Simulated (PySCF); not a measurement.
SMILES O(C)[Si][SiH3], PBE0/def2-SVP optimised geometry.

```
10

Si    -0.40    -1.11     0.00
O     -0.56     0.56     0.00
C     -1.79     1.24     0.00
H     -1.85     1.88     0.90
H     -1.85     1.89    -0.89
H     -2.65     0.55     0.00
Si     2.02    -1.11     0.00
H      2.51    -1.84     1.22
H      2.65     0.25    -0.03
H      2.52    -1.89    -1.18
```

Density from PBE0/def2-TZVP (PySCF 2.14.0) at that geometry.

Minimum of the electron density along straight lines between bonded atoms, close to the bond critical point (lines longer than 1.1 times the sum of covalent radii, or with two minima, are not listed):

| bond | length / Å | ρ at the minimum / e bohr⁻³ | ∇²ρ there / e bohr⁻⁵ | position (fraction from the first atom) |
|---|---|---|---|---|
| Si1–O2 | 1.675 | 0.128 | ? | 0.41 |
| O2–C3 | 1.407 | 0.259 | ? | 0.65 |
| C3–H4 | 1.102 | 0.279 | -0.97 | 0.65 |
| C3–H5 | 1.102 | 0.279 | -0.97 | 0.65 |
| C3–H6 | 1.106 | 0.276 | -0.95 | 0.65 |
| Si1–Si7 | 2.425 | 0.087 | ? | 0.48 |
| Si7–H8 | 1.503 | 0.115 | 0.15 | 0.49 |
| Si7–H9 | 1.498 | 0.117 | 0.15 | 0.49 |
| Si7–H10 | 1.502 | 0.115 | 0.15 | 0.49 |

Task: Complete the blanks.

Result: 
- Si1–O2, ∇²ρ there / e bohr⁻⁵: 0.76
- O2–C3, ∇²ρ there / e bohr⁻⁵: -0.50
- Si1–Si7, ∇²ρ there / e bohr⁻⁵: -0.14
